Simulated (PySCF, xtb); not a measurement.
boroxine cation (B3H3O3), SMILES B1OBOBO1 (connectivity only; charge and spin as stated), charge +1, multiplicity 2.

Harmonic wavenumbers (cm⁻¹) from GFN2-xTB (xtb) at its own minimum, in rising order: 71, 271, 291, 436, 538, 704, 728, 738, 750, 783, 867, 918, 948, 957, 1053, 1100, 1182, 1245, 2354, 2491, 2643.

Question: What does PBE-D3(BJ)/def2-SVP run with PySCF 2.14.0 give at its own minimum? (An estimate is asked for; the answer gives what the named calculation found.)

Answer: 114, 202, 254, 325, 491, 647, 728, 780, 813, 820, 855, 914, 930, 949, 1014, 1128, 1251, 1345, 2277, 2379, 2758. Paired by order, the mean absolute difference is 52 cm⁻¹ and the zero-point energies are 30.1 and 30.0 kcal/mol.
